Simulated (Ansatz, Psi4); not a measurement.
# Heat of formation of CuF (fluorocopper) from total energies

The species is CuF (2 atoms), meant as a singlet with charge 0. SMILES: `[F][Cu]`. Geometry: relaxed at PBE0-D4/def2-TZVP.

```xyz
2

F     0.7510   -0.2689    0.3771
Cu   -0.7510    0.2689   -0.3771
```

Total energies at CCSD/def2-TZVPP, 6 core orbitals frozen (Psi4 1.11); the atoms run unrestricted:

```
species    state   energy (Eh)
    CuF  singlet  -1739.412033
      F  doublet    -99.621623
     Cu  doublet  -1639.646779
```

Harmonic wavenumbers at PBE0-D4/def2-TZVP, in cm⁻¹: 593.

Measured heats of formation of the gaseous atoms at 298.15 K, in kJ/mol: F 79.4, Cu 337.6. Spin-orbit lowering of the atoms at 298 K (mean of the ground term's levels less their thermal mean, from spectra), in kJ/mol: F 1.29. Take 1 Eh = 2625.50 kJ/mol, 1 cm⁻¹ = 0.0119627 kJ/mol, RT = 2.479 kJ/mol.

Work out the heat of formation of the gas at 298 K.


1. Electronic atomisation energy: (-99.621623) + (-1639.646779) − (-1739.412033) = 0.143631 Eh = 377.1 kJ/mol.
2. Zero-point energy: half the sum of the wavenumbers, 296.5 cm⁻¹ = 3.5 kJ/mol.
3. Thermal vibrational enthalpy, Σ hcν̃/(exp(hcν̃/kT) − 1): 0.4 kJ/mol. Translation, rotation and pV of a linear molecule: 3.5 RT = 8.7 kJ/mol.
4. The 2 free atoms carry 5/2 RT each: 12.4 kJ/mol.
5. Spin-orbit coupling lowers the free atoms by 1.29 = 1.3 kJ/mol.
6. Atomisation enthalpy at 298 K: 377.1 − 1.3 − 3.5 − 0.4 − 8.7 + 12.4 = 375.6 kJ/mol.
7. Sum of the atoms' heats of formation: 417.0 kJ/mol. Heat of formation: 417.0 − 375.6 = +41.4 kJ/mol.

The tabulated value is -12.6 kJ/mol (NIST-JANAF tables), so this level is off by +54.0 kJ/mol, or 12.6 % of the atomisation enthalpy that the table implies (429.5 kJ/mol). Coupled cluster needs large bases for atomisation: in a finite one the molecule is underbound. Relativity is left out. CCSD also lacks the triples, which bind further. Anharmonicity and any spin-orbit splitting of the molecule are left out, and so is core correlation.
